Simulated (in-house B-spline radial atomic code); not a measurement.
The outermost shell (largest non-relativistic mean radius) with and without relativity; Dirac values are averaged over j. Computed with a B-spline radial code for spherical atoms: non-relativistic Hartree-Fock and Dirac-Hartree-Fock, averages of the configuration (point nuclei without relativity, finite nuclei with it).

| ion | configuration | outermost shell | radius non-relativistic (bohr) | radius Dirac (bohr) | radius change (%) | level non-relativistic (eV) | level Dirac (eV) | spin-orbit splitting (eV) |
| --- | --- | --- | --- | --- | --- | --- | --- | --- |
| Mn4+ | [Ar] 3d3 | 3d | 0.95861 | 0.96177 | 0.32922 | -72.017 | -71.657 | 0.14675 |
| Fe4+ | [Ar] 3d4 | ? | ? | ? | ? | ? | ? | ? |
| Co4+ | [Ar] 3d5 | ? | ? | ? | ? | ? | ? | ? |
| Ni4+ | [Ar] 3d6 | 3d | 0.83078 | 0.83359 | 0.33808 | -81.276 | -80.811 | 0.29928 |
| Cu4+ | [Ar] 3d7 | 3d | 0.79592 | 0.79864 | 0.34147 | -84.269 | -83.764 | 0.36988 |
| Zn4+ | [Ar] 3d8 | 3d | 0.76406 | 0.7667 | 0.34495 | -87.223 | -86.677 | 0.4524 |
| Ga4+ | [Ar] 3d9 | 3d | 0.7348 | 0.73736 | 0.34848 | -90.144 | -89.554 | 0.54819 |

**Question.** Fill in the row of Fe4+.

**Answer.** outermost shell: 3d; radius non-relativistic (bohr): 0.91146; radius Dirac (bohr): 0.91449; radius change (%): 0.33186; level non-relativistic (eV): -75.156; level Dirac (eV): -74.763; spin-orbit splitting (eV): 0.18885.

**Question.** Fill in the row of Co4+.

**Answer.** outermost shell: 3d; radius non-relativistic (bohr): 0.86909; radius Dirac (bohr): 0.872; radius change (%): 0.33485; level non-relativistic (eV): -78.240; level Dirac (eV): -77.812; spin-orbit splitting (eV): 0.23933.

**Question.** Which member changes most?

**Answer.** Gallium (Ga4+): its 3d shell expands by 0.3 %.
